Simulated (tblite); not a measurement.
Species: C3H12N2Si.
Cartesian coordinates in Å at the GFN2-xTB level; atoms count from 1:
```
atom  x, y, z in Å
C1     2.214    0.207   -0.276
C2     1.309   -0.965    0.098
N3    -0.003   -0.608    0.621
N4    -0.852   -0.035   -0.371
C5    -1.769   -1.029   -0.881
Si6   -1.245    1.639   -0.426
H7     3.168   -0.161   -0.645
H8     2.397    0.839    0.591
H9     1.747    0.808   -1.054
H10    1.144   -1.594   -0.780
H11    1.787   -1.575    0.870
H12    0.102    0.042    1.394
H13   -2.321   -0.607   -1.716
H14   -1.212   -1.902   -1.226
H15   -2.478   -1.357   -0.114
H16   -2.383    2.042    0.419
H17   -1.561    1.920   -1.826
H18   -0.053    2.342    0.046
```

Computed with GFN2-xTB (tblite): harmonic, unscaled wavenumbers at the GFN2-xTB geometry, gas phase. Against measured fundamentals such values can be off by several per cent, at times by over 20. Modes of hydrogen on silicon can be 10 to 20 % off. One conformer, not necessarily the lowest.

Harmonic wavenumbers (cm⁻¹): 62.1, 71.7, 119.1, 138.6, 187.3, 242.0, 275.3, 302.0, 388.2, 480.3, 556.1, 612.9, 679.7, 748.5, 788.3, 822.5, 829.5, 858.8, 935.2, 1016.6, 1073.2, 1091.5, 1107.4, 1123.5, 1183.3, 1243.7, 1265.7, 1318.7, 1399.2, 1400.0, 1410.3, 1466.7, 1471.8, 1495.6, 1501.2, 1503.0, 2162.3, 2256.5, 2266.5, 2920.3, 2953.8, 2975.4, 2980.5, 3021.3, 3032.1, 3035.1, 3040.8, 3346.3.

A = 3780, B = 1962, C = 1474 MHz; mass 104.077 u (most abundant isotopes); point group C1, symmetry number 1.

Question: Zero-point energy?

Answer: Half the sum of the wavenumbers: 32580 cm⁻¹ = 93.15 kcal/mol.

Question: What is S at 350 K and 1 bar for an ideal gas of classical rigid rotors and harmonic oscillators?

Answer: Translation 40.66, rotation 28.25, vibration 30.89: S = 99.8 cal/(mol K).

Question: And Cp and H(350 K) − H(0)?

Answer: Cp = 39.72 cal/(mol K), of which vibrations give 31.77 (their classical limit is 48 R = 95.4); H(350 K) − H(0) = 8.45 kcal/mol without the zero-point energy, 5.67 from vibrations.

Question: Which modes carry the vibrational entropy at 350 K?

Answer: 62.1 cm⁻¹: 4.71; 71.7 cm⁻¹: 4.42; 119.1 cm⁻¹: 3.43; 138.6 cm⁻¹: 3.13; 187.3 cm⁻¹: 2.56; 242.0 cm⁻¹: 2.08 cal/(mol K); the other 42 give 10.57 together.

Question: What must be added to the electronic energy to get the Gibbs energy at 350 K and 1 bar?

Answer: ZPE + [H(350 K) − H(0)] − T·S = 93.15 + 8.45 − 34.93 = 66.67 kcal/mol.

Question: How do the functions run with temperature in this model?

Answer: 
| T (K) | S (cal/(mol K)) | Cp (cal/(mol K)) | H − H(0) (kcal/mol) | G − H(0) (kcal/mol) | ln q(vib) |
| --- | --- | --- | --- | --- | --- |
| 150 | 74.7 | 22.3 | 2.28 | -8.93 | 2.65 |
| 250 | 88.0 | 30.8 | 4.92 | -17.08 | 5.05 |
| 298.15 | 93.8 | 35.1 | 6.51 | -21.46 | 6.18 |
| 400 | 105.4 | 44.0 | 10.54 | -31.61 | 8.55 |
| 600 | 126.1 | 58.4 | 20.86 | -54.80 | 13.13 |
| 900 | 152.7 | 72.8 | 40.71 | -96.75 | 19.64 |

q(vib) and H(0) count from the zero-point level.

Question: Blend soft modes into free rotors: weight 1/[1 + (100 cm⁻¹/ν̃)⁴] for the oscillator and the rest for a rotor with moment μB/(μ + B), μ = h/(8π²ν), B = 10⁻⁴⁴ kg m². What vibrational entropy results?

Answer: 28.69 cal/(mol K) in place of 30.89, which changes −T·S at 350 K by +0.77 kcal/mol.

Hindered rotation and anharmonicity are outside this model. Other conformers, if any are populated, would add a mixing term that is left out. The structure is chiral; the term R ln 2 for an equal mix with its mirror image is left out.
